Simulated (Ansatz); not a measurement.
Reaction (ligand exchange at a B–O bond): `NB(O[SiH3])O[SiH3]` + NH₃ → `NB(N)O[SiH3]` + `O[SiH3]`

Gas-phase electronic energies from Ansatz, PBE0-D4/def2-TZVP geometries. CCSD(T)/CBS is the MP2 limit (def2-TZVPP, def2-QZVPP) plus CCSD(T) − MP2 in def2-TZVPP, frozen cores. This one scheme is used for every species. Functionals use def2-TZVPP. B3LYP here is the variant with VWN-RPA as its local correlation; programs differ in this. Each species was taken in one conformer, which may not be the lowest.

`NB(O[SiH3])O[SiH3]`:

```xyz
14

N    -1.341   -1.496    0.419
B    -0.372   -0.638   -0.128
O     0.032    0.520    0.500
Si   -0.302    1.321    1.888
O     0.200   -0.954   -1.332
Si    1.346   -0.124   -2.175
H    -1.806   -1.330    1.292
H    -1.623   -2.334   -0.056
H    -1.367    0.620    2.660
H     0.926    1.396    2.717
H    -0.767    2.690    1.557
H     2.603   -0.004   -1.392
H     1.607   -0.901   -3.411
H     0.865    1.234   -2.537
```

NH₃:

```xyz
4

N    -0.135   -0.226    0.100
H    -0.685    0.618    0.207
H     0.743   -0.072    0.579
H     0.077   -0.319   -0.886
```

`NB(N)O[SiH3]`:

```xyz
12

N    -0.523    0.600   -1.351
B     0.522    0.035   -0.578
N     1.783   -0.287   -1.130
O     0.341   -0.229    0.771
Si   -0.917   -0.250    1.805
H    -1.394    0.896   -0.950
H    -0.428    0.830   -2.323
H     2.503   -0.703   -0.570
H     2.040   -0.127   -2.086
H    -2.017    0.647    1.345
H    -0.446    0.215    3.133
H    -1.464   -1.627    1.933
```

`O[SiH3]`:

```xyz
6

O     0.883   -0.759   -0.535
Si   -0.166    0.348    0.088
H     0.711   -1.685   -0.364
H    -1.547    0.150   -0.433
H     0.344    1.673   -0.331
H    -0.224    0.274    1.574
```

```csv
level,ΔE (eV)
r2SCAN-D4,0.44
B3LYP,0.40
BHLYP,0.43
CCSD(T)/def2-SVP,0.55
```

(1) What does CCSD(T)/CBS give? (Estimate.)

Largest T1 diagnostic among the species: 0.012.

## Answers

(1) The calculation gave: +0.45 eV. The listed levels differ from it by -0.01, -0.05, -0.02, 0.10 eV.

At CCSD(T), def2-SVP lies +0.10 eV from the extrapolated value and def2-TZVPP +0.02 eV. Leaving LDA and LC-ωPBE aside and taking each functional with its dispersion term where it has one, the values, not all of them listed here, spread over 0.09 eV, from PBE-D4 to BHLYP-D4.

CCSD(T)/CBS has its own doubt, a few kJ/mol and more with outer-core shells, so smaller differences from it don't rank the levels.
